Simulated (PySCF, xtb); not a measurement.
CH₅AlO₂, SMILES [CH3][Al]([OH])[OH].

GFN2-xTB run with xtb at its own geometry gives an orbital gap of 4.75 eV and a dipole moment of 0.08 D.

Geometry: PBE-D3(BJ)/def2-SVP. The isomer is the one that the SMILES or the coordinates give; other isomers of the formula were not compared. One conformer was computed; it need not be the lowest.

What does PBE/def2-TZVP (PySCF) give? (Estimate from the structure and the level; the computed values follow.)

gap 6.08 eV (levels -7.09 and -1.01 eV), dipole 1.63 D.
